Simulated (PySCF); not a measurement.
A GIAO shielding run with PySCF 2.14 (density fitting, non-relativistic, gas phase) on `F[Si](F)(F)[SiH2][C@H]([SiH3])[SiH2]P`, CH$_{10}$F$_{3}$PSi$_{4}$:

```
$ OMP_NUM_THREADS=1 python probes_run.py task.json out

{"job": {"kind": "nmr", "xc": "PBE0", "basis": "pcSseg-1"}, "charge": 0, "multiplicity": 1}
F     -2.801717    -1.247551     1.693211
Si    -2.211585    -1.640946     0.264640
F     -3.458453    -2.374552    -0.401255
F     -1.287798    -2.882984     0.652567
Si    -1.214689     0.003835    -0.954066
C     -0.066276     1.047546     0.144306
Si     0.801830     2.408246    -0.875931
Si     1.165702     0.002450     1.171902
P      2.314407    -1.309437    -0.235583
H     -2.252084     0.856808    -1.559452
H     -0.451179    -0.607488    -2.053401
H     -0.694552     1.562855     0.876629
H     -0.222340     3.218704    -1.540685
H      1.576045     3.263931     0.026905
H      1.675514     1.797528    -1.874818
H      2.127513     0.872842     1.863944
H      0.429375    -0.747421     2.202115
H      1.433922    -2.374772    -0.159543
H      3.126561    -1.840342     0.751055
```

Hardware: 1 thread of an Intel Xeon, shared host. The job also computes population analyses, field gradients.

(1) How large is the calculation?

(2) How long does it take, and how much memory does it need?

Results:

(1) 114 electrons, 238 basis functions and 1359 auxiliary functions.

(2) 3.4 min of wall time, with 13 SCF cycles and 4 response iterations; peak memory 1.1 GiB. Times on a shared host scatter by some tens of per cent.
